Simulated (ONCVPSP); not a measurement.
# An all-electron radial function and its pseudo partner (Pt)

Columns: radius, all-electron u(r) and pseudo u(r) of the 4f shell (level -69.97 eV) of platinum in the configuration [Kr] 4d10 4f14 5s2 5p6 5d9 6s1; BLYP, scalar-relativistic, ONCV scheme, ONCVPSP 4.0.1.

```tsv
r (bohr)	all-electron	pseudo
0.078	0.1219	0.0063
0.155	0.5905	0.0837
0.232	1.0706	0.3362
0.310	1.3512	0.7777
0.388	1.4261	1.2608
0.465	1.3679	1.5761
0.542	1.2430	1.6178
0.620	1.0908	1.4225
0.698	0.9366	1.1295
0.775	0.7944	0.8688
0.852	0.6672	0.6829
0.930	0.5553	0.5561
1.008	0.4597	0.4597
1.085	0.3802	0.3802
1.162	0.3136	0.3136
1.240	0.2577	0.2577
1.318	0.2115	0.2115
1.395	0.1739	0.1739
1.472	0.1430	0.1430
1.550	0.1173	0.1173
1.628	0.0963	0.0963
1.705	0.0792	0.0792
1.782	0.0652	0.0652
1.860	0.0536	0.0536
1.938	0.0441	0.0441
2.015	0.0364	0.0364
```

(1) How many radial nodes do the two functions have?

(2) At about which radius was the pseudo-wave matched?

(3) Is the pseudo-wave norm-conserving?

Results:

(1) The all-electron 4f function has n − l − 1 = 0; the pseudo-wave has 0.

(2) 1.00 bohr, where the columns begin to agree (steps of 0.08 bohr).

(3) Yes: the ONCV scheme keeps the norm inside the radius equal to the all-electron one, which fixes the energy derivative of the logarithmic derivative at the level.
